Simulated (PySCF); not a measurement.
Atom-mapped SMILES (the numbers label the heavy atoms): `[CH2:1]=[CH:2][O:3][Si@@:4]([OH:5])([SiH3:6])[CH:7]=[O:8]`. Hydrogens are named by the atom that carries them. Ha(C1) is cis to O3; Hb(C1) is trans to O3.

- PBE0/pcSseg-1 with gauge-including orbitals
- structure optimised with GFN2-xTB
- run in PySCF 2.14.0 with density-fitted response routines
- one computed conformer, no relativistic terms, averaged over atoms made equivalent by symmetry, fast rotation or ring inversion, gas phase

Scale: ¹³C (σref 186.93), ¹H (σref 31.72), ²⁹Si (σref 349.16) against TMS; ¹⁷O (σref 336.08) against H2O (reference shieldings calculated alike).

```tsv
atoms	nucleus	count	Hirshfeld charge	δ (ppm)
C1	¹³C	1	-0.14	99.5
H(O5)	¹H	1	0.19	?
C7	¹³C	1	0.04	252.3
H(C2)	¹H	1	0.06	?
O3	¹⁷O	1	-0.19	145.1
O5	¹⁷O	1	-0.30	47.5
H(C7)	¹H	1	0.04	11.99
Hb(C1)	¹H	1	0.05	4.67
O8	¹⁷O	1	-0.22	932.0
Ha(C1)	¹H	1	0.04	4.54
H(Si6)	¹H	3	-0.07	3.42
Si4	²⁹Si	1	0.41	?
C2	¹³C	1	0.04	?
Si6	²⁹Si	1	0.20	-126.4
```

Fill in the missing shifts.

Results:


- C2: 154.7 ppm, alkene carbon bearing oxygen; an sp2 carbon further deshielded by the attached heteroatom
- H(C2): 6.78 ppm, hydrogen on an alkene carbon bearing oxygen; a vinylic proton, deshielded by the sp2 carbon and the C=C anisotropy
- H(O5): 1.98 ppm, hydrogen on an oxygen bonded to Si; exchangeable; this is the value without hydrogen bonding to other molecules
- Si4: -44.4 ppm, silicon bonded to C, 2 O, Si

The OH or NH signal is concentration- and solvent-dependent in practice; the value given is the gas-phase one. Shifts are as computed. Against solution values, carbons near 30 ppm lie about +3 ppm off and those near 130 ppm about +5 ppm. Of 1211 compounds with measured shifts, 218 miss one by over three times the rms of a fit or turn the order of signals round; such compounds aren't used in these exercises. Unscaled 17O shifts of doubly bonded oxygen tend to come out too high, by tens of ppm or more. Experimental scales use liquid or dissolved standards, which lie at an offset from isolated H2O (liquid H2O: subtract about 36 ppm).
